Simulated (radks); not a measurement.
Results of a calculation; reference values are marked as such.
Problem. These are the eigenvalues of the occupied orbitals of an atom or ion with whole-number occupations (eV). Code: a radial shooting solver on a logarithmic mesh with Libxc functionals. Model: Dirac Kohn-Sham, PBEsol, spin-unpolarised, spherical densities, point nucleus.

| orbital | eigenvalue |
|---|---|
| 1s1/2 | -19849.43 |
| 2s1/2 | -2845.290 |
| 2p1/2 | -2621.862 |
| 2p3/2 | -2515.412 |
| 3s1/2 | -524.3781 |
| 3p1/2 | -439.3990 |
| 3p3/2 | -421.8483 |
| 3d3/2 | -271.5533 |
| 3d5/2 | -268.2263 |
| 4s1/2 | -111.1232 |
| 4p1/2 | -86.3652 |
| 4p3/2 | -83.6850 |
| 4d3/2 | -46.4131 |

Which element is it, and in what charge state? The configuration may be excited. Open shells, if any, fill j = l - 1/2 first.

Solution. Z = 42, molybdenum, charge +4: Mo4+ in [Kr] 4d2. The list shows which subshells hold electrons but not how many an open one holds; the 1s level, -729.45 hartree, gives Z - s = 38.2 by -(Z - s)^2/2, which with screening and relativity narrows Z to a few neighbours, and the depths of the outer levels then fix element, charge and occupations together.
